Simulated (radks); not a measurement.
Values are calculated unless marked as measured or tabulated.
The platinum ion Pt21+, configuration [Kr] 4d10 4f11 (the NIST ground configuration).

Level of theory: scalar-relativistic Kohn-Sham, LB94 model potential, spin-polarised, spherical densities, finite nucleus; open shells are filled with parallel spins first (spin-orbit coupling, left out, can overturn this in heavy ions); Fermi nuclear charge, rms radius 5.427 fm (a radial shooting solver on a logarithmic mesh with Libxc functionals).

Energy parts (eV):
part                   energy
kinetic             554589.51
electron-nucleus  -1201738.49
Hartree             160081.94
(The LB94 potential has no energy functional, so no total or exchange-correlation energy is given.)

Orbitals (lengths in bohr, moments of r in powers of bohr; <r^-3> diverges for s and p1/2; r(max) is where P^2 peaks; r(90%) holds 90 % of the orbital's charge):
| orbital | occ. | eigenvalue (eV) | <1/r> | r(90%) | <r^-3> | r(max) |
|---|---|---|---|---|---|---|
| 1s down | 1 | -79235.25 | 94.01 | 0.0313 | - | 0.01061 |
| 1s up | 1 | -79235.25 | 94.01 | 0.0313 | - | 0.01061 |
| 2s down | 1 | -14408.97 | 22.04 | 0.112 | - | 0.06116 |
| 2s up | 1 | -14408.88 | 22.04 | 0.112 | - | 0.06116 |
| 2p down | 3 | -12574.06 | 19.71 | 0.106 | 24400 | 0.05052 |
| 2p up | 3 | -12573.99 | 19.71 | 0.106 | 24400 | 0.05052 |
| 3s up | 1 | -3823.195 | 8.171 | 0.273 | - | 0.1725 |
| 3s down | 1 | -3822.975 | 8.173 | 0.273 | - | 0.1724 |
| 3p up | 3 | -3288.160 | 7.484 | 0.280 | 5558 | 0.1715 |
| 3p down | 3 | -3287.852 | 7.487 | 0.280 | 5562 | 0.1715 |
| 3d up | 5 | -2706.780 | 7.056 | 0.263 | 696.9 | 0.1395 |
| 3d down | 5 | -2706.617 | 7.057 | 0.263 | 697.3 | 0.1395 |
| 4s up | 1 | -1244.840 | 3.537 | 0.587 | - | 0.3874 |
| 4s down | 1 | -1241.245 | 3.535 | 0.587 | - | 0.3874 |
| 4p up | 3 | -1067.067 | 3.216 | 0.627 | 1374 | 0.4065 |
| 4p down | 3 | -1063.626 | 3.213 | 0.628 | 1371 | 0.4066 |
| 4d up | 5 | -851.1769 | 2.918 | 0.670 | 154.4 | 0.4121 |
| 4d down | 5 | -847.8606 | 2.915 | 0.670 | 154.0 | 0.4123 |
| 4f up | 7 | -610.9057 | 2.597 | 0.715 | 32.52 | 0.3681 |
| 4f down | 4 | -607.8102 | 2.595 | 0.717 | 32.52 | 0.3680 |

The highest occupied level is 4f down at -607.81 eV. Spin moment in Bohr magnetons: 3. Summed over all electrons, <r^2> = 7.444 bohr^2, which gives a Langevin (diamagnetic) susceptibility term of -5.9 x 10^-6 cm^3/mol. The density falls to 0.001 e/bohr^3 at r = 1.45 bohr. For comparison, the ionisation energy in NIST's Atomic Spectra Database is 610 eV (theoretical). In exact Kohn-Sham theory the highest level is minus the ionisation energy, but local and semilocal functionals leave it too shallow, through self-interaction and a potential that decays too fast; potentials with the right tail come closer. The electron density at the nucleus is 2.116e+06 e/bohr^3 (large components only).
